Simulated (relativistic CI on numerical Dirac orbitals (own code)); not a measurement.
**One change at a time: Ta37+**

Base calculation: Dirac-Coulomb-Breit CI, separate exchange-only KLI orbitals for each configuration, QED by a radiative potential, unscaled Slater integrals.

Configuration list (outside the closed core [Ar] 3d10): 4s²4p⁶, 4s²4p⁵4d, 4s4p⁶4d, 4s²4p⁵4f, 4s4p⁶4f, 4p⁶4d4f, 4s²4p⁵5s, 4p⁶4d², 4p⁵4d³, 4p⁵4d²4f, 4p⁵4d²5s, 4p⁶4f², 4p⁵4d4f², 4p⁵4f³, 4p⁵4f²5s. Double excitations out of closed p, d and f shells are left out; levels of such configurations are missing from the list, as are those of other unlisted configurations, and high levels can miss mixing partners.

Variants: (1) configuration mixing switched off; (2) Breit term removed. Shifts of the energy above 4s²4p⁶ ¹S0, in eV, for the lowest level and the first level of each name with at least 55 % of one term (blank where a level changes its place among those of its configuration and J or its character, or is not in the variant):

```
        Level     Base     Δ(1)    Δ(2)
   4s²4p⁶ ¹S0    0.000    0.000   0.000
4s²4p⁵4d ³P°0  145.003   -0.044  +0.438
4s²4p⁵4d ³P°1  149.449   -0.043  +0.518
4s²4p⁵4d ³F°3  152.494   +0.210  +0.539
4s²4p⁵4d ³F°4  166.730   +0.346  +0.956
4s²4p⁵4d ³D°3  174.786   -0.012  +0.899
4s²4p⁵4d ³F°2  235.828   +0.316  +1.455
4s²4p⁵4d ¹P°1  258.761   -0.036  +1.379
  4s4p⁶4d ³D1  333.819  +12.916  +0.784
 4s²4p⁵4f ³G4  355.636   -0.005  +1.285
 4s²4p⁵4f ³G5  357.652   -0.005  +1.542
 4s²4p⁵4f ³D1  363.488  -12.824  +0.906
 4s²4p⁵4f ³F4  364.487   -0.005  +1.487
 4s²4p⁵4f ³G3  440.549           +2.197
 4s4p⁶4f ³F°2  551.373   -0.298  +1.241
 4s4p⁶4f ³F°3  552.462   -0.201  +1.309
 4s4p⁶4f ³F°4  555.599   -0.209  +1.527
 4s4p⁶4f ¹F°3  559.884   +0.246  +1.459
4s²4p⁵5s ³P°2  645.295   +0.001  +0.820
4s²4p⁵5s ¹P°1  647.149    0.000  +0.827
   4p⁶4d² ³F2  698.369   +3.035  +1.042
   4p⁶4d² ³P0  707.017   +3.045  +0.993
```

At this charge energies of transitions that change n are usually good to better than 1 %, and those within a shell (Δn = 0) to a few per cent.

Ionisation energy from the two ground configurations alone: base 1747.92 eV; Breit term removed 1749.41 eV. The NIST ASD value (theoretical) is 1748 eV.

LS names give the leading component of a level, which can be under half, so a name can repeat, a term be missing and a line seem to break the LS rules.
